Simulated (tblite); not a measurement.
C6H10NO (doublet state).
Atom-mapped SMILES: `[CH3:1][CH2:2][C@H:3]1[CH:4]=[N:5][O:6][C:7]1[CH3:8]` (hydrogens: H9, H10, H11 on C1; H12, H13 on C2; H14 on C3; H15 on C4; H16, H17, H18 on C8)

The geometry is computed with GFN2-xTB (gas phase). This method treats the open shell by occupation alone, without spin polarisation.

(1) What internal coordinates does the optimisation give?

Answers

(1) 
```csv
bond,length (Å),order
C1–C2,1.522,single
C2–C3,1.553,single
C3–C4,1.503,single
C4=N5,1.284,double
N5–O6,1.358,single
O6–C7,1.360,single
C7–C8,1.476,single
C3–C7,1.491,single
"C1–H9, C1–H10, C1–H11",1.088,single
C2–H12,1.091,single
C2–H13,1.092,single
C3–H14,1.106,single
C4–H15,1.072,single
"C8–H16, C8–H17, C8–H18",1.091,single
```

Bonds in one row agree within 0.01 Å and their mean is given. Orders are formal, as drawn. A selection of angles:
```csv
angle,degrees
C1–C2–C3,112.2
C2–C3–C4,114.1
C2–C3–C7,114.9
C4–C3–C7,97.0
C3–C4–N5,113.8
C4–N5–O6,109.1
N5–O6–C7,109.9
O6–C7–C8,120.0
C3–C7–O6,110.1
C3–C7–C8,129.9
```

Dihedral angles: C1–C2–C3–C4 -53° (synclinal); C2–C3–C4–N5 120° (anticlinal); C3–C4–N5–O6 1° (synperiplanar); C4–N5–O6–C7 0° (synperiplanar); N5–O6–C7–C8 180° (antiperiplanar); C2–C3–C7–O6 -119° (anticlinal).

N5 (nitrogen bonded to C and O) is bent (angle 109.1°). The C–C distances run from 1.476 Å (C7–C8, drawn single) to 1.553 Å (C2–C3, drawn single), a spread of 0.077 Å. The 5-membered ring C3–C4–N5–O6–C7 has internal angles of 97.0° to 113.8° (sum 540°, against 540° for a flat polygon); it is planar, 0.01 Å rms from its mean plane, widest ring torsion 1°. C4 (carbon bonded to C, N and H) is planar (angles 125.8°, 120.4° and 113.8°, sum 360.0°, 0.00 Å off the plane of its three neighbours). C7 (carbon bonded to 2 C and O) is planar (angles 129.9°, 120.0° and 110.1°, sum 360.0°, 0.01 Å off the plane of its three neighbours). Of the pairs four or more bonds apart, C4···H9 is among the closest relative to their van der Waals radii: 2.68 Å, 92 % of the sum of Bondi's values.

Point group: C1 (no symmetry element, even within 0.4 Å). GFN2-xTB frequencies show an imaginary mode (62i cm⁻¹), so the point is no minimum at that level. 3 starts were optimised and ended at 0.00, 0.11 and 0.91 kcal/mol (GFN2-xTB); the lowest of these is shown.

Hardware: one thread, Arm Neoverse V2 (aarch64), shared host. Cost: 0.52 s. These figures are those of the optimisation.

One conformer stands for the species.
